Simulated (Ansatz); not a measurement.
Reaction (redistribution): `N[Si](O)(F)Cl` + `C[CH2][In]([OH])[Cl]` → `CC[Si](N)(O)F` + `[OH][In]([Cl])[Cl]`

Isolated molecules relaxed with PBE0-D4/def2-TZVP in Ansatz; ΔE leaves out vibrations. CBS: MP2 limit from def2 TZ/QZ plus the TZ coupled-cluster correction, frozen cores. DFT in def2-TZVPP. Elements past krypton have def2 core potentials. For In outer-core shells are correlated without core-valence functions, which leaves a few kJ/mol of doubt a bond. One conformer a species, not always the lowest.

```tsv
species	PBE0-D4 energy (Eh)
`N[Si](O)(F)Cl`	-981.16409
`C[CH2][In]([OH])[Cl]`	-805.20747
`CC[Si](N)(O)F`	-600.21271
`[OH][In]([Cl])[Cl]`	-1186.16648
```

Task: Work out ΔE.

Result: ΔE = (-600.21271) + (-1186.16648) − (-981.16409) − (-805.20747) = -0.00763 Eh = -20.0 kJ/mol. CCSD(T)/CBS gives -15.0 kJ/mol.

Largest T1 diagnostic among the species: 0.014.

From PBE to PBE0 (25 % exact exchange), in def2-TZVPP and without D4, ΔE moves by −4.1 kJ/mol. In def2-TZVPP, CCSD(T) changes the Hartree–Fock value by +20.5 kJ/mol (the triples alone add +2.1 kJ/mol) and MP2 by +27.5 kJ/mol.
